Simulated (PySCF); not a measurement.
**Deuteron quadrupole couplings in `C1=C(c2ccccc2)CPC1`**

C10H11P.
Structure used (GFN2-xTB), in Å, numbered top down from 1:
```xyz
22
C10H11P angstrom
C     -1.5095    0.7181    1.0214
C     -0.8185    0.2260   -0.0067
C      0.6146   -0.0616   -0.0131
C      1.3457   -0.0265   -1.2007
C      2.7012   -0.2974   -1.2039
C      3.3534   -0.6170   -0.0252
C      2.6382   -0.6627    1.1603
C      1.2845   -0.3883    1.1669
C     -1.6319    0.0069   -1.2591
P     -3.4195    0.0051   -0.7329
C     -2.9660    0.9730    0.7972
H     -1.0748    0.9863    1.9710
H      0.8541    0.2285   -2.1278
H      3.2515   -0.2606   -2.1329
H      4.4113   -0.8333   -0.0302
H      3.1383   -0.9180    2.0836
H      0.7319   -0.4456    2.0925
H     -1.4739    0.8303   -1.9655
H     -1.3787   -0.9239   -1.7710
H     -3.3285   -1.2396   -0.0862
H     -3.1448    2.0401    0.6164
H     -3.5890    0.6798    1.6451
```

Level: PBE0/pcSseg-1 (PySCF, non-relativistic); Q(2H) = 0.00286 b; rigid geometry, the same for H and D, with no vibrational averaging.

Question: Rank these positions by the coupling χzz of a deuteron there, largest first.
A. H20 (P–H hydrogen)
B. H21 (methylene hydrogen)
C. H12 (vinylic hydrogen)
D. H22 (methylene hydrogen)
E. H16 (aromatic hydrogen)

Answer: C (224 kHz), E (219 kHz), D (207 kHz), B (201 kHz), A (127 kHz).

Question: Tabulate Vzz, the asymmetry η and χzz = 234.96 MHz × Q × Vzz for every hydrogen position.

Answer: 
| atom | bonded to | bond length (Å) | Vzz (au) | η | χzz (kHz) |
| --- | --- | --- | --- | --- | --- |
| H12 | C1 | 1.078 | 0.3337 | 0.06 | 224 |
| H13 | C4 | 1.080 | 0.3262 | 0.07 | 219 |
| H14 | C5 | 1.080 | 0.3265 | 0.06 | 219 |
| H15 | C6 | 1.080 | 0.3282 | 0.06 | 221 |
| H16 | C7 | 1.081 | 0.3261 | 0.06 | 219 |
| H17 | C8 | 1.079 | 0.3274 | 0.06 | 220 |
| H18 | C9 | 1.096 | 0.3000 | 0.01 | 202 |
| H19 | C9 | 1.092 | 0.3060 | 0.02 | 206 |
| H20 | P10 | 1.406 | 0.1890 | 0.08 | 127 |
| H21 | C11 | 1.097 | 0.2992 | 0.01 | 201 |
| H22 | C11 | 1.092 | 0.3074 | 0.02 | 207 |

Question: Average by the element that carries the hydrogen.

Answer: on C: 214 kHz over 10 positions, mean bond length 1.086 Å; on P: 127 kHz over 1 position, mean bond length 1.406 Å.

Question: How does χzz go with the bond length over the 10 C–H bonds?

Answer: A straight-line fit has a slope of -11.4 kHz for each 0.01 Å, with a correlation coefficient of -0.99, over lengths from 1.078 to 1.097 Å. The longer bonds have the smaller couplings here.

Question: Give the 2H NMR doublet splittings at H16 for a magnetic field along the z, y and x axes of the gradient: 3χ/2, 3χ(1 + η)/4, 3χ(1 − η)/4.

Answer: With |χ| = 219.2 kHz and η = 0.061: 329, 174 and 154 kHz, to first order and without motion.

Geometry: GFN2-xTB, one conformer, isolated molecule. GFN2-xTB bond lengths can be off by several hundredths of an ångström, more for odd bonds, and the gradients follow them. With a basis this small, the couplings can be 20 % off.
